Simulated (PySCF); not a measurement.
C4H9ClOSi.
SMILES: `ClC[Si@H](O)CC=C`

All values: wB97X-D/def2-SVPD (PySCF, non-relativistic), on one gas-phase PBE0-D3(BJ)/def2-SVP geometry that isn't relaxed in the solvent. The solvent is an IEF-PCM continuum (Bondi radii, 1.10 Å for H, scaled by 1.2), and excitations are vertical TDDFT with non-equilibrium linear response and a frozen core. The model holds no explicit solvent molecules, cavitation or dispersion.

Gas-phase singlets (H = HOMO, L = LUMO):

```
state  E (eV)  λ (nm)      f         leading configurations
   S1   6.563     189  0.103             H→L 63%, H-1→L 17%
   S2   6.868     181  0.184  H-1→L 35%, H→L+1 22%, H→L 21%
   S3   7.105     175  0.074  H→L+1 57%, H-1→L 9%, H→L+5 9%
   S4   7.240     171  0.003         H-2→L 55%, H-2→L+1 24%
   S5   7.575     164  0.086            H→L+2 47%, H→L+4 8%
```

Question: How does the list change in chloroform (ε = 4.711)?

Answer: 
| state | E (eV) | λ (nm) | f | leading configurations | change by rank (eV) |
| --- | --- | --- | --- | --- | --- |
| S1 | 6.519 | 190 | 0.245 | H→L 71%, H-1→L 8% | -0.044 |
| S2 | 6.811 | 182 | 0.188 | H-1→L 38%, H→L+1 35%, H-1→L+1 11% | -0.057 |
| S3 | 7.118 | 174 | 0.055 | H→L+1 41%, H-1→L 14%, H→L+2 14% | +0.013 |
| S4 | 7.295 | 170 | 0.006 | H-2→L 55%, H-2→L+1 26% | +0.055 |
| S5 | 7.533 | 165 | 0.097 | H→L+2 44%, H→L+1 9% | -0.042 |

Question: The ground-state energy changes by -0.169 eV from gas to chloroform. By how much does the total energy of gas-phase S4 change?

Answer: E(S4) = E(S0) + excitation energy, so it changes by -0.169 + 0.055 = -0.114 eV: it is lowered less than the ground state, which is what a blue shift means. This is the vertical state, with the slow part of the continuum still set for S0.

Question: How do the frontier levels move from gas to chloroform?

Answer: 
```json
{"orbital": "LUMO+2", "gas (eV)": "2.16", "solvent (eV)": "2.26", "change (eV)": "+0.10"}
{"orbital": "LUMO+1", "gas (eV)": "1.83", "solvent (eV)": "1.96", "change (eV)": "+0.13"}
{"orbital": "LUMO", "gas (eV)": "1.47", "solvent (eV)": "1.58", "change (eV)": "+0.11"}
{"orbital": "HOMO", "gas (eV)": "-9.15", "solvent (eV)": "-9.02", "change (eV)": "+0.13"}
{"orbital": "HOMO-1", "gas (eV)": "-10.12", "solvent (eV)": "-10.06", "change (eV)": "+0.06"}
{"orbital": "HOMO-2", "gas (eV)": "-10.69", "solvent (eV)": "-10.67", "change (eV)": "+0.02"}
{"orbital": "HOMO-3", "gas (eV)": "-10.99", "solvent (eV)": "-10.93", "change (eV)": "+0.06"}
```

The HOMO–LUMO gap goes from 10.63 to 10.61 eV.

The run took 21 s of wall time on one thread of an AMD EPYC 9R45, shared host with 96 logical CPUs at a one-minute load of 34, and the process peaked at 1.2 GiB of memory. This is the whole response run at wB97X-D/def2-SVPD in chloroform, SCF included.

The values belong to the conformer `[CH2:1]=[CH:2][CH2:3][Si@@H:4]([OH:5])[CH2:6][Cl:7]`: C1–C2–C3–Si4 -110°, C2–C3–Si4–O5 -60°, C3–Si4–C6–Cl7 -166°, H–O5–Si4–C3 161°.

Note: wB97X-D ran without an empirical dispersion term, which enters the total energy and its gradient alone.
